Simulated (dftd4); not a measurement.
I4Ti (SMILES [I][Ti]([I])([I])[I]), singlet, geometry from GFN2-xTB (such geometries of metal compounds can be far from the true shape); D4 for bp86 in dftd4.

Input for dftd4:
```
$ dftd4 mol.xyz --func bp86 --charge 0 --json dftd4.json --noedisp

# file mol.xyz
5

Ti    -0.00000000     0.00000000    -0.00000000
I      2.09524070    -0.59546698    -1.49603154
I      0.78783176     0.44202976     2.48327520
I     -1.17364265     2.16819622    -0.95090116
I     -1.70942982    -2.01475900    -0.03634250
```

Output, abridged:

```
                    ____  _____ _____     ____  _  _
      -------------|  _ \|  ___|_   _|---|  _ \| || |------------
     |             | | | | |_    | | ___ | | | | || |_           |
     |             | |_| |  _|   | ||___|| |_| |__   _|          |
     |             |____/|_|     |_|     |____/   |_|            |
     |             ===================================           |
     |            E. Caldeweyher, S. Ehlert & S. Grimme          |
     |          Mulliken Center for Theoretical Chemistry        |
     |                    University of Bonn                     |
      -----------------------------------------------------------

Rational (Becke-Johnson) damping: bp86-D4-ATM
---------------------
  s6         1.0000
  s8         3.3550
  s9         1.0000
  a1         0.4365
  a2         4.9241
 alp        16.0000
--------------------

Dispersion energy:      -2.1335554854819E-02 Eh

[Info] JSON dump of results written to 'dftd4.json'
```
